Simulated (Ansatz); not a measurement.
Cost and result for the atomization energy of CH8Ge2, SMILES `[GeH3][CH2][GeH3]` (11 atoms, 10 bonds).

```csv
atom,x (Å),y (Å),z (Å)
Ge1,0.756,1.446,-0.282
C2,-0.773,0.270,0.031
Ge3,-0.288,-1.610,0.263
H4,0.293,2.905,-0.456
H5,1.503,1.007,-1.555
H6,1.727,1.372,0.910
H7,-1.462,0.354,-0.813
H8,-1.303,0.610,0.924
H9,0.656,-1.762,1.469
H10,0.433,-2.124,-0.995
H11,-1.543,-2.469,0.503
```

Charge 0, multiplicity 1. Correlated methods include outer-core shells of Ge, which these sets cover unevenly. Scalar relativity is left out up to krypton. The geometry is a stationary point of PBE0-D4/def2-TZVP. Program: Ansatz. All runs use 4 threads of an Arm Neoverse V2 on a shared host. Times are those of one run each, without the atoms' runs, and a repeat can differ threefold. Electronic energies, without spin–orbit coupling; frozen cores. CCSD(T)/CBS adds CCSD(T) − MP2 in def2-TZVPP to the MP2 limit, and its time is that of the two runs behind it. T1 = 0.011. With those shells the extrapolation isn't a true limit. B3LYP takes the VWN-RPA correlation (the form of Gaussian; ORCA's B3LYP/G). HSE06 is the plane-wave form, built on full-range PBE exchange.

CCSD(T)/CBS is a level of theory with its own doubt, some kJ/mol a heavy atom from the limit and from the frozen cores, so smaller differences don't rank the functionals.

| level | functions | wall time | atomization (kJ/mol) | difference from CCSD(T)/CBS | per bond |
| --- | --- | --- | --- | --- | --- |
| BLYP-D4/def2-TZVPP | 239 | 2 s | 3194.0 | -81.5 | -8.2 |
| PBE-D4/def2-TZVPP (with forces) | 239 | 2.5 s | 3225.6 | -49.9 | -5.0 |
| HSE06-D4/def2-TZVPP | 239 | 3.8 s | 3219.8 | -55.7 | -5.6 |
| CAM-B3LYP-D4/def2-TZVPP | 239 | 4.2 s | 3258.5 | -17.0 | -1.7 |
| r2SCAN-D4/def2-TZVPP (with forces) | 239 | 5.5 s | 3256.7 | -18.8 | -1.9 |
| B3LYP-D4/def2-TZVPP (with forces) | 239 | 5.5 s | 3236.9 | -38.6 | -3.9 |
| r2SCANh-D4/def2-TZVPP | 239 | 6 s | 3248.4 | -27.1 | -2.7 |
| B2PLYP/def2-TZVPP | 239 | 6.5 s | 3209.5 | -66.0 | -6.6 |
| CCSD(T)/def2-SVP | 118 | 10 s | 3093.5 | -182.0 | -18.2 |
| ωB97M-V/def2-TZVPP (with forces) | 239 | 14 s | 3236.5 | -39.0 | -3.9 |
| MP2/def2-QZVPP | 475 | 29 s | 3215.7 | -59.8 | -6.0 |
| CCSD(T)/def2-TZVPP | 239 | 3.4 min | 3225.4 | -50.1 | -5.0 |
| CCSD(T)/CBS(def2) | – | 3.9 min | 3275.5 | 0.0 | 0.0 |

At CCSD(T), def2-SVP lies −182.1 kJ/mol from the extrapolated value and def2-TZVPP −50.1 kJ/mol: correlation converges slowly with the basis, and small sets miss more of it in the bonded molecule than in its fragments. From r2SCAN to r2SCAN0 (25 % exact exchange), in def2-TZVPP and without D4, the atomization energy moves by −20.1 kJ/mol: exact exchange takes away binding that semilocal exchange gives to molecules. Leaving LDA and LC-ωPBE aside and taking each functional with its dispersion term where it has one, the values, not all of them listed here, spread over 124.3 kJ/mol, from revPBE-D4 to B97M-V. LDA lies +430.6 kJ/mol from PBE without D4, its usual overbinding.

For some Ge, Se and Sn compounds the MP2-based and the directly extrapolated limit differ by 10 to 25 kJ/mol.
